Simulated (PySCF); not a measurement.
Computed shifts of a molecule C4H10OSi, PBE/pcSseg-1 in PySCF, GIAO, gas phase, atoms alike by connectivity averaged where their shifts nearly agree, in ppm (number of nuclei): ¹³C: 77.1 (1), 38.2 (1), 35.2 (1), 12.6 (1). ²⁹Si: -28.0 (1). ¹H: 5.43 (1), 5.03 (1), 4.35 (1), 4.20 (1), 3.23 (1), 2.58 (1), 2.24 (1), 1.80 (1), 1.58 (1), 0.71 (1). References: ¹⁷O against H2O (σ = 334.3 ppm); ¹³C against TMS (σ = 182.0 ppm); ²⁹Si against TMS (σ = 335.4 ppm); ¹H against TMS (σ = 31.49 ppm), references at their B3LYP-D3(BJ)/def2-TZVP geometries, non-relativistic. Geometry optimised at PBE-D3(BJ)/def2-SVP. One conformer was computed; it need not be the lowest.

Problem. Identify the compound among the candidates.
A) COC1C[SiH2]C1
B) O[C@@H]1CC[SiH2]C1
C) OC[C@H]1CC[SiH2]1
D) C[C@@]1([SiH3])CCO1

Solution. C, OC[C@H]1CC[SiH2]1
